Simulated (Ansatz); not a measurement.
`C[O][AlH][Cl]` + `[SiH3]`• → `C[O][Al][Cl]`• + SiH₄ at 400 K and 1 bar (hydrogen abstraction from the Al–H bond).

Program: Ansatz. Geometries: PBE0-D4/def2-TZVP. ΔE: electronic, gas phase. CBS: MP2 limit from def2 TZ/QZ plus the TZ coupled-cluster correction, frozen cores. This one scheme is used for every species. Open shells (•) are unrestricted, without spin–orbit coupling. Each species was taken in one conformer, which may not be the lowest.

```tsv
species	CCSD(T)/CBS energy (Eh)	H − E (kJ/mol)	S (J/(mol·K))
`C[O][AlH][Cl]`	-817.53357	161.4	360.6
`[SiH3]`•	-290.80808	70.3	229.7
`C[O][Al][Cl]`•	-816.89010	140.1	361.8
SiH₄	-291.46306	96.9	218.6
```

H − E and S are ideal-gas, rigid-rotor, harmonic terms from PBE0-D4/def2-TZVP, for one conformer and one mirror image of each species, with the whole ground term of open shells counted as degenerate. 1 Eh = 2625.50 kJ/mol, R = 8.31446 J/(mol·K).

Problem. By hand: ΔE, ΔH, ΔS and ΔG.

Solution. ΔE = (-816.89010) + (-291.46306) − (-817.53357) − (-290.80808) = -0.01151 Eh = -30.2 kJ/mol. Δ(H − E) = 140.1 + 96.9 − 161.4 − 70.3 = 5.3, so ΔH = -24.9 kJ/mol. ΔS = 361.8 + 218.6 − 360.6 − 229.7 = -9.9 J/(mol·K). ΔG = -24.9 − 400 × (-9.9)/1000 = -20.9 kJ/mol.

Problem. By hand: the equilibrium constant, and the temperature at which ΔG would vanish if ΔH and ΔS stayed fixed.

Solution. log₁₀ K = −ΔG/(RT ln 10) = 2.7. ΔG = 0 at ΔH/ΔS = 2515 K, far beyond where these terms or the molecules hold.

The number of gas molecules stays the same, so ΔS is small and ΔH decides. A doubt of 5 kJ/mol in ΔE shifts log₁₀ K by 0.7 here. Other conformers and mirror images would add mixing entropy, several J/(mol·K) or more a flexible species. These are equilibria of isolated gas molecules and say nothing of rates. Largest T1 diagnostic: 0.015 (customary marks: 0.02 for closed shells, 0.045 for open ones).
